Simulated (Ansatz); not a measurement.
BiH2(SMe) (CH₅BiS). Charge 0, multiplicity 3. Geometry r2SCAN-D4/def2-TZVP, that of the neutral singlet; atoms count from 1.

```
atom   x (Å)   y (Å)   z (Å)
 Bi1   0.029   0.486   1.803
  H2  -1.515  -0.062   2.540
  H3   0.902  -0.725   2.798
  S4  -0.141  -1.053  -0.194
  C5   0.140   0.170  -1.518
  H6  -0.642   0.929  -1.543
  H7   0.109  -0.389  -2.455
  H8   1.118   0.644  -1.432
```

In the def2 sets Bi takes a core potential; there is no spin–orbit coupling. At PBE0-D4/def2-TZVP a singlet of charge 0 lies 3.62 eV below the triplet at the same geometry.

Estimate the Mulliken populations from the PBE0/def2-TZVP orbitals of Ansatz.


| atom | charge (e) | spin (α − β) |
| --- | --- | --- |
| Bi1 | -0.17 | 0.89 |
| H2 | -0.02 | 0.04 |
| H3 | -0.03 | -0.01 |
| S4 | 0.07 | 1.08 |
| C5 | -0.32 | -0.09 |
| H6 | 0.16 | 0.04 |
| H7 | 0.16 | 0.01 |
| H8 | 0.17 | 0.04 |
Mulliken values depend strongly on the basis.

Where does the spin sit?

Summed by element: Bi 0.89, H 0.12, S 1.08, C -0.09, of 2 unpaired in all. Largest on single atoms: S4 1.08, Bi1 0.89, C5 -0.09.

And the Mayer bond orders between heavy atoms (over 0.3)?

Bi1–S4 0.45 (2.53 Å); S4–C5 1.03 (1.82 Å).
